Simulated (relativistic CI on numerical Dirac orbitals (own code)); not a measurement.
**V3+: 3p photoemission**

Computed with this model: Dirac-Coulomb-Breit CI, separate exchange-only KLI orbitals for each configuration, model QED (radiative potential, 1s self-energy scaled to tabulated hydrogen-like ionisation energies), valence Slater integrals scaled by 0.9, multiplet model of photoemission in the sudden approximation; configurations [Ar] 3d2 → [Ne] 3s2 3p5 3d2; 80 K; Lorentzian 0.8 eV and Gaussian 0.6 eV FWHM. Energies are those of the free ion, without screening or charge transfer. The energies are binding energies and can lie tens of eV above those of solids. S is read from ⟨S²⟩ = S(S + 1).

Field parameters in Wybourne normalisation: D4h B²₀ = −7Ds, B⁴₀ = 21(Dq − Dt), B⁴₄ = 21√(5/14) Dq. The field is a parameter set, without covalency.

free ion: ground-state S = 1.00, centroid 86.49 eV. Peaks (eV, height): 81.7 (40), 84.0 (100), 85.0 (81), 87.1 (39), 96.9 (16), 102.8 (16).

D4h, 10Dq = 24050, Ds = -1500, Dt = -50 cm⁻¹: ground-state S = 1.00, centroid 86.51 eV. Peaks (eV, height): 82.0 (47), 84.1 (100), 85.5 (54), 87.6 (25), 88.9 (21), 91.7 (8), 99.3 (10), 103.9 (10).

D4h, 10Dq = 24050, Ds = 2100, Dt = -50 cm⁻¹: ground-state S = 1.00, centroid 86.51 eV. Peaks (eV, height): 82.1 (52), 84.1 (100), 85.7 (48), 88.0 (28), 92.0 (6), 99.4 (12), 104.1 (10).

Strongest unbroadened transitions for free ion:

```csv
Energy (eV),Relative strength
81.66,28.4
81.70,31.5
81.78,8.7
83.88,73.5
84.03,100.0
84.96,46.5
85.00,37.1
85.30,8.0
85.40,25.8
85.45,22.5
87.02,15.6
87.15,46.6
88.23,9.2
88.34,7.5
89.85,2.1
90.63,5.1
96.91,30.3
102.85,29.9
```
